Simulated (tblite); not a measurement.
C₃H₉O (SMILES CC[OH+]C), charge +1, singlet, at a GFN2-xTB geometry; GFN1-xTB in tblite 0.6.0.

Input for tblite:
```
$ tblite run mol.xyz --method gfn1 --charge 1 --spin 0 --guess eeq --json tblite.json --no-restart

# file mol.xyz
13

O      0.05586026    -0.68329506     0.10783272
C     -0.01267142     0.78735284     0.04115579
C      1.38355249    -1.24026318    -0.03569941
C     -1.46605047     1.19333821    -0.02607106
H      0.46194579     1.14755225     0.95586541
H      0.54921487     1.13949274    -0.82841198
H      1.30407869    -2.32340103     0.04514691
H      1.83952611    -0.96559385    -0.98766160
H      1.99255470    -0.86591714     0.78630868
H     -1.93476522     0.85317512    -0.94730704
H     -2.01811662     0.80424113     0.82553218
H     -1.53452893     2.27727882    -0.00067742
H     -0.53577495    -1.04303488    -0.58776898
```

The log (banner, timings and long lists left out):

```
xTB calculator
 | screened Coulomb repulsion
 | Coulomb electrostatics
 |  * isotropic Klopman-Ohno-Mataga-Nishimoto electrostatics
 |  * onsite third-order electrostatics
 | DFT-D3(BJ) dispersion correction

halogen bonding energy    0.0000000000000E+00 Eh
repulsion energy          1.7340137054256E-01 Eh
dispersion energy        -3.3234507094590E-03 Eh
number of electrons       2.6000000000000E+01 e
integral cutoff           1.9731147476801E+01 bohr

------------------------------------------------------------
  cycle        total energy    energy error   density error
------------------------------------------------------------
      1     -15.36871615161  -1.5538794E+01   4.7745607E-01
      2     -15.40115781123  -3.2441660E-02   2.8778036E-01
      3     -15.40201199253  -8.5418130E-04   4.3701153E-02
      4     -15.40309138741  -1.0793949E-03   5.3265637E-03
      5     -15.40311838830  -2.7000894E-05   1.7662767E-03
      6     -15.40312106296  -2.6746592E-06   3.4301177E-04
      7     -15.40312113883  -7.5870602E-08   4.5057990E-05
      8     -15.40312114164  -2.8042475E-09   7.5267296E-06
------------------------------------------------------------

electronic energy        -1.5573199061469E+01 Eh
total energy             -1.5403121141636E+01 Eh

Post processing:
 | Mayer-Wiberg bond orders

[Info] JSON dump of results written to 'tblite.json'
```
